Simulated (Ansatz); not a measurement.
The cluster Pd2H⁻. Total charge -1; quintet. Geometry r2SCAN-D4/def2-TZVPD; atoms count from 1.

```csv
atom,x (Å),y (Å),z (Å)
Pd1,-0.3134,1.2416,-0.8870
Pd2,-0.5520,-0.9424,0.1609
H3,0.8654,-0.2992,0.7261
```

In the def2 sets Pd takes a core potential; there is no spin–orbit coupling. The highest occupied level of the charge -1 quintet lies above zero (up to 0.60 eV). It is a level of α spin, whose loss leaves a quartet; that state wasn't run at this geometry and level. The electron is either unbound and held by the finite basis, or the level is raised by self-interaction error. At PBE0-D4/def2-TZVPD a singlet of charge -1 lies 2.18 eV below the quintet, each at its own geometry. The structure comes from a short search, and lower isomers may exist.

(1) Estimate the Mulliken populations from the PBE0/def2-TZVPD orbitals of Ansatz.

(2) Where does the spin sit?

(3) And the Mayer bond orders between bonded heavy atoms (over 0.3)?

## Answers

(1) 
```csv
atom,charge (e),spin (α − β),d electrons
Pd1,-0.32,1.77,9.13
Pd2,-0.76,1.97,8.93
H3,0.08,0.26,–
```
Mulliken values and Mayer orders depend strongly on the basis. With diffuse functions, as here, like atoms can get unlike values, and bond orders can come out too low or too high.

(2) Summed by element: Pd 3.74, H 0.26, of 4 unpaired in all. Largest on single atoms: Pd2 1.97, Pd1 1.77, H3 0.26.

(3) Pd1–Pd2 1.40 (2.43 Å).
